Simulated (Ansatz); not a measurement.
Molecule: C$_{3}$H$_{10}$OSi, net charge 0, singlet state. 
Structure (B3LYP-D3(BJ)/def2-TZVP (Ansatz, a first-principles code) minimum search):
SMILES: COCC[SiH3]
```xyz
15

C      2.7948    -0.0754     0.8548
O      1.5720    -0.7167     0.5679
C      0.5650     0.1863     0.1468
C     -0.7077    -0.5864    -0.1382
Si    -2.1448     0.4857    -0.7112
H      3.1952     0.4402    -0.0281
H      2.6837     0.6587     1.6637
H      3.5002    -0.8438     1.1673
H      0.9029     0.7232    -0.7519
H      0.3946     0.9404     0.9293
H     -1.0111    -1.1267     0.7631
H     -0.5073    -1.3419    -0.9034
H     -2.4873     1.4960     0.3199
H     -1.7969     1.2011    -1.9637
H     -3.3357    -0.3598    -0.9621
```
Charge 0, spin multiplicity 1.

Dipole moments at this geometry, in debye (magnitudes).

| level | program | dipole (D) |
|---|---|---|
| SVWN5/def2-TZVPD | Ansatz | 0.89 |
| PBE/def2-TZVPD | Ansatz | 0.87 |
| BLYP/def2-TZVPD | Ansatz | 0.88 |
| revPBE/def2-TZVPD | Ansatz | 0.86 |
| r2SCAN/def2-TZVPD | Ansatz | 0.89 |
| B97M-V/def2-TZVPD | Ansatz | 0.91 |
| B3LYP/def2-TZVPD | Ansatz | 0.94 |
| r2SCANh/def2-TZVPD | Ansatz | 0.92 |
| r2SCAN0/def2-TZVPD | Ansatz | 0.95 |
| HSE06/def2-TZVPD | Ansatz | 0.93 |
| CAM-B3LYP/def2-TZVPD | Ansatz | … |
| wB97X-V/def2-TZVPD | Ansatz | 0.98 |
| CCSD(T)/aug-cc-pV(D+d)Z | Ansatz | … |

**Question.** Complete the blanks.

**Answer.** 
- CAM-B3LYP/def2-TZVPD, dipole (D): 0.99
- CCSD(T)/aug-cc-pV(D+d)Z, dipole (D): 0.96
